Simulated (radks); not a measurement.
Values are calculated unless marked as measured or tabulated.
Question: Species: Cd40+. Configuration: [He] 2s2 2p4 (the NIST ground configuration). Level of theory: Dirac Kohn-Sham, relativistic LDA (MacDonald-Vosko exchange, VWN5 correlation), spin-unpolarised, spherical densities, finite nucleus; open shells fill j = l - 1/2 first; Fermi nuclear charge, rms radius 4.6087 fm (a radial shooting solver on a logarithmic mesh with Libxc functionals). Some entries of the table are withheld. Estimate them.

| orbital | occ. | eigenvalue (hartree) | <r^2> (bohr^2) |
|---|---|---|---|
| 1s1/2 | 2 | -1077.154 | (1) |
| 2s1/2 | 2 | -240.3127 | (2) |
| 2p1/2 | 2 | (3) | (4) |
| 2p3/2 | 2 | (5) | (6) |

Answer: 
(1) 1s1/2 <r^2> (bohr^2): 0.001253
(2) 2s1/2 <r^2> (bohr^2): 0.01903
(3) 2p1/2 eigenvalue (hartree): -233.2755
(4) 2p1/2 <r^2> (bohr^2): 0.01394
(5) 2p3/2 eigenvalue (hartree): -225.6311
(6) 2p3/2 <r^2> (bohr^2): 0.01507
